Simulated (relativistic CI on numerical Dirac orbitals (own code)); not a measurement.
Line list: Electric-dipole lines, Co⁹⁺

Computed by Dirac-Coulomb-Breit CI, separate exchange-only KLI orbitals for each configuration, model QED (radiative potential, 1s self-energy scaled to tabulated hydrogen-like ionisation energies), valence Slater integrals scaled by 0.9, P86 correlation estimate, and configurations built on the next ion tied to the tabulated ionisation energy (semi-empirical) (own radial code, finite nucleus).

CI space (outside the closed core [Ne]): 3s²3p⁶, 3s²3p⁵3d, 3s²3p⁵4s, 3s²3p⁵4p, 3s²3p⁵4d, 3s²3p⁵5s, 3s²3p⁵4f, 3s²3p⁴3d², 3s3p⁶3d, 3p⁶3d², 3s3p⁵3d², 3s²3p⁴3d4s, 3s²3p⁴3d4p, 3s3p⁶4s, 3s3p⁵3d4s, 3s3p⁵3d4p, 3s3p⁶4p, 3s²3p⁵5p, 3s²3p⁴4s², 3p⁶3d4s, 3s3p⁶4d, 3s²3p⁵5d, 3s²3p⁴4s4p, 3p⁶3d4p. Levels of other configurations are missing.

```csv
λ vac (Å),Lower,Upper,A (s⁻¹),log gf,S velocity/length
72.076,3s²3p⁶ ¹S0 [1],3s²3p⁵4d ¹P°1 [199],2.25e+11,-0.28,0.94
93.101,3s²3p⁵3d ³P°0 [2],3s²3p⁵4f ³D1 [237],1.90e+11,-0.13,0.81
93.173,3s²3p⁵3d ³P°1 [3],3s²3p⁵4f ³D2 [238],2.41e+11,0.19,0.81
93.370,3s²3p⁵3d ³P°1 [3],3s²3p⁵4f ³D1 [237],1.59e+11,-0.20,0.81
93.422,3s²3p⁵3d ³P°2 [4],3s²3p⁵4f ³D3 [240],2.99e+11,0.44,0.81
93.739,3s²3p⁵3d ³P°2 [4],3s²3p⁵4f ³D2 [238],1.03e+11,-0.17,0.81
93.952,3s²3p⁵3d ³F°4 [5],3s²3p⁵4f ³F4 [244],3.24e+10,-0.41,0.85
94.452,3s²3p⁵3d ³F°3 [6],3s²3p⁵4f ³G3 [242],6.14e+10,-0.24,0.83
94.721,3s²3p⁵3d ³F°4 [5],3s²3p⁵4f ³G5 [239],4.15e+11,0.79,0.81
94.856,3s²3p⁵3d ³F°3 [6],3s²3p⁵4f ³G4 [241],3.40e+11,0.62,0.81
94.939,3s²3p⁵3d ³F°2 [7],3s²3p⁵4f ³G3 [242],2.92e+11,0.44,0.81
95.468,3s²3p⁵3d ¹D°2 [9],3s²3p⁵4f ³G3 [249],3.04e+11,0.46,0.82
95.959,3s²3p⁵3d ³D°2 [11],3s²3p⁵4f ¹F3 [250],3.34e+11,0.51,0.81
96.233,3s²3p⁵3d ¹F°3 [12],3s²3p⁵4f ³F4 [251],3.52e+11,0.64,0.82
96.551,3s²3p⁵3d ³D°3 [8],3s²3p⁵4f ³F4 [244],3.43e+11,0.63,0.82
96.589,3s²3p⁵3d ³D°1 [10],3s²3p⁵4f ³F2 [246],2.17e+11,0.18,0.82
110.21,3s²3p⁵3d ¹P°1 [13],3s²3p⁵4f ¹D2 [255],2.65e+11,0.38,0.80
112.37,3s²3p⁵3d ¹P°1 [13],3s²3p⁵4f ³F2 [246],1.28e+11,0.08,0.80
157.52,3s²3p⁶ ¹S0 [1],3s²3p⁵3d ¹P°1 [13],2.52e+11,0.45,0.97
588.54,3s²3p⁵4p ³D3 [133],3s²3p⁵4d ³F°4 [194],8.73e+09,0.61,0.72
```

Terms are leading LS components. Brackets give the number of a level in order of energy, since labels repeat. The list gives strong lines, with weight on those to low levels, without configurations that were not tied to measured data, among the lowest 300 of 754 levels, so that lines to higher ones, which can be the strongest, are missing. Levels whose partners in the same complex of configurations lie outside the list can be far off, and so can their lines. Rates are taken at the computed energies, electric ones in the length gauge. A velocity-to-length ratio far from 1 marks an uncertain rate.

Configurations that consist of the next ion and one excited electron were tied to the tabulated ionisation energy; Rydberg ones are usually within 1,000 to 3,000 cm⁻¹ and the lowest ones within about 6,000 (9,000 in d shells), while levels on excited terms of the next ion carry the error of that term, and the other configurations can be misplaced by 10,000 cm⁻¹ or more. Rates follow the energies as ν³ (E1, M1) or ν⁵ (E2), so rates, branching and lifetimes can be off by large factors.
